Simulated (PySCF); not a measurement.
# Deuteron quadrupole couplings in `CO[C@@H]1C[P@](C)(=O)[C@H]1C`

C6H13O2P.
Z-matrix (Å and degrees, GFN2-xTB geometry), rows numbered from 1:
```
C 
O   1  1.4062
C   2  1.4010  1  113.87
C   3  1.5515  2  115.83  1   -73.33
P   4  1.8511  3   89.87  2  -135.16
C   5  1.8308  4  108.20  3   -92.55
O   5  1.4655  4  120.69  3   133.12
C   3  1.5422  2  111.25  1   175.72
C   8  1.5143  3  117.42  2   -94.95
H   1  1.0878  2  106.39  3  -178.63
H   1  1.0957  2  111.64  3    62.06
H   1  1.0977  2  111.05  3   -59.59
H   3  1.1013  2  109.81  1    52.41
H   4  1.0905  3  110.63  2   -24.43
H   4  1.0873  3  116.12  2   101.31
H   6  1.0885  5  107.98  4   160.87
H   6  1.0850  5  112.09  4    39.00
H   6  1.0887  5  107.23  4   -82.18
H   8  1.0947  3  107.80  2    30.39
H   9  1.0886  8  110.00  3    65.99
H   9  1.0884  8  109.97  3  -174.42
H   9  1.0884  8  111.13  3   -54.19
```

Level: PBE0/pcSseg-1 (PySCF, non-relativistic); Q(2H) = 0.00286 b; rigid geometry, the same for H and D, with no vibrational averaging.

Problem. Rank these positions by the coupling χzz of a deuteron there, largest first.
A. H10 (methyl hydrogen)
B. H19 (methine hydrogen)
C. H18 (methyl hydrogen)
D. H13 (methine hydrogen)
E. H12 (methyl hydrogen)
F. H15 (methylene hydrogen)

Solution. F (215 kHz), C (211 kHz), A (207 kHz), B (200 kHz), E (194 kHz), D (187 kHz).

Problem. Give the electric field gradient Vzz (the principal value of largest size), its asymmetry and the 2H coupling at each hydrogen.

Solution. 
```tsv
atom	bonded to	bond length (Å)	Vzz (au)	η	χzz (kHz)
H10	C1	1.088	0.3074	0.06	207
H11	C1	1.096	0.2916	0.08	196
H12	C1	1.098	0.2890	0.08	194
H13	C3	1.101	0.2789	0.08	187
H14	C4	1.090	0.3099	0.03	208
H15	C4	1.087	0.3195	0.02	215
H16	C6	1.088	0.3139	0.01	211
H17	C6	1.085	0.3217	0.01	216
H18	C6	1.089	0.3135	0.01	211
H19	C8	1.095	0.2974	0.05	200
H20	C9	1.089	0.3120	0.01	210
H21	C9	1.088	0.3126	0.02	210
H22	C9	1.088	0.3132	0.03	210
```

Problem. How does χzz go with the bond length over the 13 C–H bonds?

Solution. A straight-line fit has a slope of -17.7 kHz for each 0.01 Å, with a correlation coefficient of -0.98, over lengths from 1.085 to 1.101 Å. The longer bonds have the smaller couplings here.

One conformer (not necessarily the lowest) at the GFN2-xTB geometry, without solvent, vibrations or thermal averaging. GFN2-xTB bond lengths can be off by several hundredths of an ångström, more for odd bonds, and the gradients follow them. The small basis limits the accuracy of the gradients.

The run behind these numbers computed NMR shieldings as well. Hardware: one thread, Intel Xeon Platinum 8488C (x86_64), shared host. Cost: 57 s of wall time (grids of density and orbitals included), 1.0 GiB resident at most.
